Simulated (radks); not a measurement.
Question: These are the eigenvalues of the occupied orbitals of an atom or ion with whole-number occupations (hartree). All-electron calculation, non-relativistic Kohn-Sham, TPSS, spin-polarised, spherical densities, point nucleus; meta-GGA in the generalised Kohn-Sham scheme. Program: a radial shooting solver on a logarithmic mesh with Libxc functionals.

| orbital | eigenvalue |
|---|---|
| 1s up | -863.8579 |
| 1s down | -863.8485 |
| 2s up | -125.0625 |
| 2s down | -125.0409 |
| 2p up | -116.1958 |
| 2p down | -116.1773 |
| 3s up | -23.86194 |
| 3s down | -23.84682 |
| 3p up | -20.31342 |
| 3p down | -20.29509 |
| 3d up | -13.79689 |
| 3d down | -13.77133 |
| 4s up | -4.53703 |
| 4p up | -3.42499 |
| 4p down | -3.31072 |
| 4d up | -1.63350 |
| 4d down | -1.53870 |

Which element is it, and in what charge state? The configuration may be excited. Open shells, if any, are filled with parallel spins first.

Answer: Z = 46, palladium, charge +3: Pd3+ in [Ar] 3d10 4s1 4p6 4d8. The list shows which subshells hold electrons but not how many an open one holds; the 1s level, -863.86 hartree, gives Z - s = 41.6 by -(Z - s)^2/2, which with screening narrows Z to a few neighbours, and the depths of the outer levels then fix element, charge and occupations together.
